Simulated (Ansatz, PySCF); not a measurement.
The pair A = SiH4 (SMILES [SiH4]) (first 5 atoms), B = CH2F2 (SMILES FCF); geometry from B3LYP-D3(BJ)/def2-TZVP.
(charge 0, multiplicity 1):
```xyz
10

Si     0.2395    -0.0475     0.1288
H     -1.0134     0.2795     0.8484
H      0.5110    -1.4968     0.2432
H      1.3596     0.7287     0.7005
H      0.0706     0.3069    -1.3000
F      0.3538    -0.7614     3.3533
C     -0.4643     0.1383     3.9719
F      0.1200     1.3655     3.9079
H     -0.5656    -0.1492     5.0195
H     -1.4126     0.1722     3.4342
```

Correlated levels freeze the cores. CBS(a, b) extrapolates the correlation energy as X⁻³ and adds the Hartree–Fock energy of set b. MP2 and its Hartree–Fock in aug-cc-pV(T+d)Z are density fitted.

The values were computed with Ansatz (Gaussian orbitals); PySCF for the dispersion terms. 

The monomers are drawn apart, rigid, along the line of their centres of mass. Counterpoise-corrected interaction energies (kcal/mol):

```tsv
level	R = 4.945 Å	R = 6.267 Å
PBE/def2-TZVPPD	-0.2023	-0.0347
PBE-D3(BJ)/def2-TZVPPD	-0.4268	-0.0909
wB97M-V/def2-TZVPPD	-0.3729	-0.0920
MP2/CBS(aug-cc-pV(D+d)Z, aug-cc-pV(T+d)Z) + ΔCCSD(T)/aug-cc-pV(D+d)Z	-0.3562	-0.0871
```

Question: R is the distance of the centres of mass. Find the local exponent m of E ∝ R⁻ᵐ between the two points.

Answer: 
m = ln(E₁/E₂)/ln(R₂/R₁): PBE/def2-TZVPPD 7.4; PBE-D3(BJ)/def2-TZVPPD 6.5; wB97M-V/def2-TZVPPD 5.9; MP2/CBS(aug-cc-pV(D+d)Z, aug-cc-pV(T+d)Z) + ΔCCSD(T)/aug-cc-pV(D+d)Z 5.9. For scale, two fixed dipoles give m = 3, dipole and quadrupole 4, quadrupoles 5, and dispersion or dipole-induced dipole 6 at long range; at these distances several terms mix, and what is left of overlap and damping shifts m, so it need not match one of them.

Ansatz is an electronic-structure program.
